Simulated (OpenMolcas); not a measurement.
An OpenMolcas run meant for Hg I (ANO-RCC-VDZ, DKH4; inactive shells 1s 2s 2p 3s 3p 3d 4s 4p 4d 4f 5s 5p 5d; intended active space 2 electrons in 4 orbitals (6s 6p)). One step of its input:

```
&RASSCF
FileOrb=start.orb
Symmetry=1
Spin=3
nActEl=2 0 0
Inactive=20 19
Ras2=1 3
CIRoot=5 5 1
SDav=3
CIMx=300
Iter=54 100
PrWF=0.3
OrbListing=Nothing
MaxOrb=0
Atom
CIOnly
>>> COPY $Project.JobIph JOB001
```

Lines from the output:

```
...
      Number of secondary orbitals               9
      Spin quantum number                      1.0
      State symmetry                             1
Orbital specifications:
      -----------------------

      Symmetry species                           1   2
                                                ag  au
      Frozen orbitals                            0   0
      Inactive orbitals                         20  19
      Active orbitals                            1   3
      RAS1 orbitals                              0   0
      RAS2 orbitals                              1   3
      RAS3 orbitals                              0   0
      Secondary orbitals                         6   3
      Deleted orbitals                           0   0
      Number of basis functions                 27  25
      Number of CSFs                             3
      Number of root(s) required                 5
 ************ ERROR ***********
  You can't ask for more roots
  than there are configurations
 ******************************
--- Stop Module: rasscf at  /rc=_RC_INPUT_ERROR_ ---
.####################.
.# User input error #.
.####################.
```

Problem. What is wrong with the input?

Solution. CIRoot asks for more roots than the active space has configuration state functions.
